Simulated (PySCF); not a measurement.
PySCF run on GeCl

File input.py (PySCF 2.14):

```python
from pyscf import gto, scf

mol = gto.M(
    atom='Ge 0 0 0; Cl 0 0 2.023',
    basis='sbkjc',
    ecp={'Ge': 'sbkjc', 'Cl': 'sbkjc'},
    charge=0,
    spin=1,
    verbose=3,
)
mf = scf.ROHF(mol)
mf = mf.density_fit(auxbasis='def2-universal-jkfit')
mf.kernel()
mf.nuc_grad_method().kernel()
mf.dip_moment()
print('orbital energies (hartree):', mf.mo_energy[..., max(0, mol.nelec[1]-3):mol.nelec[0]+3].round(4))
```

```bash
$ python input.py
```

It prints:

```
converged SCF energy = -18.3712793402826
--------------- DFROHF gradients ---------------
         x                y                z
0 Ge     0.0000000000     0.0000000000     0.1041711642
1 Cl     0.0000000000    -0.0000000000    -0.1041711642
----------------------------------------------
Dipole moment(X, Y, Z, Debye):  0.00000, -0.00000, -1.91090
orbital energies (hartree): [-0.4923 -0.4879 -0.432  -0.1126 -0.001   0.0998  0.2362]
```

In short: E(SCF) = -18.371279 Eh, μz(SCF) = -1.91 D, gradient on the second atom -0.1042 Eh/bohr.

Wall time 1.4 s on one thread of a shared host.

The bond length is a typed value, not an optimised one. No search for the lowest solution was made.
